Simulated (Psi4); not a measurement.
C2H6N (SMILES [CH2]CN), doublet, geometry from GFN2-xTB; Psi4 with PBE0/3-21G.

Input for Psi4:
```
memory 2 GB

molecule mol {
0 2
  C     1.188537   -0.424238   -0.004752
  C     0.118637    0.590500   -0.003567
  N    -1.212300   -0.050011    0.007199
  H     1.483450   -0.892957    0.915867
  H     1.456114   -0.917577   -0.921124
  H     0.156730    1.218604   -0.896965
  H     0.167531    1.227693    0.882641
  H    -1.304807   -0.639290    0.829147
  H    -1.315965   -0.643969   -0.810038
}

set basis 3-21g
set reference uks
set e_convergence 1e-10

energy('pbe0')
print_variables()
```

Q: Predict the main parts of the log of this Psi4 run.

A: 
```
   => Loading Basis Set <=

    Name: 3-21G
    Role: ORBITAL
    Keyword: BASIS

         ---------------------------------------------------------
                                   SCF
               by Justin Turney, Rob Parrish, Andy Simmonett
                          and Daniel G. A. Smith
                              UKS Reference
         ---------------------------------------------------------

  ==> Geometry <==

    Molecular point group: c1
    Full point group: C1

    Geometry (in Angstrom), charge = 0, multiplicity = 2:

       Center              X                  Y                   Z               Mass
    ------------   -----------------  -----------------  -----------------  -----------------
         C            1.203105748072    -0.438818550195    -0.004763451443    12.000000000000
         C            0.133205748072     0.575919449805    -0.003578451443    12.000000000000
         N           -1.197731251928    -0.064591550195     0.007187548557    14.003074004430
         H            1.498018748072    -0.907537550195     0.915855548557     1.007825032230
         H            1.470682748072    -0.932157550195    -0.921135451443     1.007825032230
         H            0.171298748072     1.204023449805    -0.896976451443     1.007825032230
         H            0.182099748072     1.213112449805     0.882629548557     1.007825032230
         H           -1.290238251928    -0.653870550195     0.829135548557     1.007825032230
         H           -1.301396251928    -0.658549550195    -0.810049451443     1.007825032230

  Running in c1 symmetry.

  Rotational constants: A =      1.06631  B =      0.33106  C =      0.29354 [cm^-1]
  Rotational constants: A =  31967.29235  B =   9924.85869  C =   8800.21856 [MHz]
  Nuclear repulsion =   76.718974740581402

  Charge       = 0
  Multiplicity = 2
  Electrons    = 25
  Nalpha       = 13
  Nbeta        = 12

  ==> Algorithm <==

  SCF Algorithm Type is DF.
  DIIS enabled.
  MOM disabled.
  Fractional occupation disabled.
  Guess Type is SAD.
  Energy threshold   = 1.00e-10
  Density threshold  = 1.00e-06
  Integral threshold = 1.00e-12

  ==> Primary Basis <==

  Basis Set: 3-21G
    Blend: 3-21G
    Number of shells: 27
    Number of basis functions: 39
    Number of Cartesian functions: 39
    Spherical Harmonics?: false
    Max angular momentum: 1

  ==> DFT Potential <==

   => LibXC <=

    Version 7.1.2
[...]
      Ntotal   =   24.9999968273 ; deviation = -3.173e-06

   @Spin Contamination Metric:   4.992106804E-03
   @S^2 Expected:                7.500000000E-01
   @S^2 Observed:                7.549921068E-01
   @S   Expected:                5.000000000E-01
   @S   Observed:                5.000000000E-01

    Orbital Energies [Eh]
    ---------------------

    Alpha Occupied:

[...]
      13A     -0.200588

    Alpha Virtual:

[...]
    Beta Occupied:

[...]
    Beta Virtual:

[...]
    Final Occupation by Irrep:
              A
    DOCC [    12 ]
    SOCC [     1 ]
    NA   [    13 ]
    NB   [    12 ]

  @DF-UKS Final Energy:  -133.59121506178190

   => Energetics <=

    Nuclear Repulsion Energy =             76.7189747405814018
    One-Electron Energy =                -331.0856293141204105
    Two-Electron Energy =                 135.7950394024575473
    DFT Exchange-Correlation Energy =     -15.0195998907004711
    Empirical Dispersion Energy =           0.0000000000000000
    VV10 Nonlocal Energy =                  0.0000000000000000
    Total Energy =                       -133.5912150617819236

  UHF NO Occupations:
  HONO-2 :   11  A 1.9992891
  HONO-1 :   12  A 1.9988288
  HONO-0 :   13  A 1.0000000
  LUNO+0 :   14  A 0.0011712
  LUNO+1 :   15  A 0.0007109
  LUNO+2 :   16  A 0.0003220
  LUNO+3 :   17  A 0.0002538

Computation Completed

Properties will be evaluated at   0.000000,   0.000000,   0.000000 [a0]

Properties computed using the SCF density matrix

 Multipole Moments:

 ------------------------------------------------------------------------------------
     Multipole            Electronic (a.u.)      Nuclear  (a.u.)        Total (a.u.)
 ------------------------------------------------------------------------------------

 L = 1.  Multiply by 2.5417464519 to convert [e a0] to [Debye]
 Dipole X            :         -0.5133132            0.6882679            0.1749548
 Dipole Y            :          0.1827702           -0.6888331           -0.5060629
 Dipole Z            :          0.0019904           -0.0005278            0.0014627
 Magnitude           :                                                    0.5354539

 ------------------------------------------------------------------------------------

  Variable Map:
  ----------------------------------------------------------------------------
[...]
  Array Variable Map:
  ----------------------------------------------------------------------------
[...]
[...]
```
